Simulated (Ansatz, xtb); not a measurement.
C4H6OSi: 4 structures ranked

4 gas-phase structures of C4H6OSi, from a drawn sample of its isomers (lower ones may exist). Each was relaxed with GFN2-xTB:

A. `C#C/C=C\O[SiH3]`, a singlet
B. `C=C1C=CO[SiH2]1`, a singlet
C. `O[SiH]1C=CC=C1`, a singlet
D. `C=C1C=C[SiH2]O1`, a singlet

Task: Which do you expect lowest at r2SCAN-D4/def2-SVP, and how would the others follow?

Result: Calculated order at r2SCAN-D4/def2-SVP: C (0.0), D (14.9), B (36.7), A (214.6) kJ/mol.

Energies above the lowest of each column, in kJ/mol; the last columns are at PBE0-D3(BJ)/def2-SVP geometries and were run for some of them only (a dash: not run or not comparable):

| structure | GFN2-xTB | HF/STO-3G | r2SCAN-D4/def2-SVP | PBE0-D3(BJ)/def2-SVP | CCSD(T)/def2-SVP + ΔMP2/def2-TZVPP |
| --- | --- | --- | --- | --- | --- |
| C | 65.3 | 30.7 | 0.0 | 0.0 | 0.0 |
| D | 0.0 | 0.0 | 14.9 | 18.3 | 40.5 |
| B | 12.4 | 1.1 | 36.7 | 39.2 | 64.8 |
| A | 107.7 | 232.3 | 214.6 | – | – |

CCSD(T)/def2-SVP + ΔMP2/def2-TZVPP puts C lowest of those it was run on; GFN2-xTB picks D, HF/STO-3G picks D. Flexible structures stand in one conformer each, not always the lowest. Frequencies (GFN2-xTB) were run for B, C, D alone. The ΔMP2 step shifts differences by up to 18.7 kJ/mol, which makes them less sure. ΔMP2 is the change of the MP2 energy from the smaller to the larger basis.

Over these structures GFN2-xTB departs from r2SCAN-D4/def2-SVP by 45.4 kJ/mol on average once a common shift is removed. A GFN2-xTB relaxation took about 0.056 s and the r2SCAN-D4/def2-SVP energy about 2.3 s on a shared host (Ansatz 0.2.0, xtb 6.7.1).
